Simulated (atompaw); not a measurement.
**Reading a pseudo-wave (beryllium (Be))**

Columns: radius, all-electron u(r) and pseudo u(r) of the 2p shell (level -2.02 eV) of beryllium in the configuration [He] 2s2 2p0; PBE, non-relativistic, PAW (atompaw) scheme, atompaw 4.2.0.5.

```tsv
r (bohr)	all-electron	pseudo
0.112	0.0154	0.0041
0.223	0.0501	0.0161
0.335	0.0942	0.0359
0.446	0.1412	0.0623
0.558	0.1886	0.0948
0.669	0.2337	0.1318
0.781	0.2764	0.1726
0.892	0.3152	0.2152
1.004	0.3505	0.2590
1.115	0.3822	0.3019
1.227	0.4114	0.3434
1.338	0.4374	0.3818
1.450	0.4602	0.4168
1.562	0.4796	0.4475
1.673	0.4955	0.4732
1.785	0.5084	0.4942
1.896	0.5183	0.5103
2.008	0.5254	0.5218
2.119	0.5300	0.5292
2.231	0.5322	0.5328
2.342	0.5323	0.5334
2.454	0.5305	0.5315
2.565	0.5271	0.5277
2.677	0.5221	0.5223
2.788	0.5159	0.5159
2.900	0.5085	0.5085
```

(1) How many radial nodes do the two functions have?

(2) Is the pseudo-wave norm-conserving?

Results:

(1) The all-electron 2p function has n − l − 1 = 0; the pseudo-wave has 0.

(2) No, it belongs to a PAW set: the norm inside the radius is not constrained, and the difference is carried by the augmentation charge.
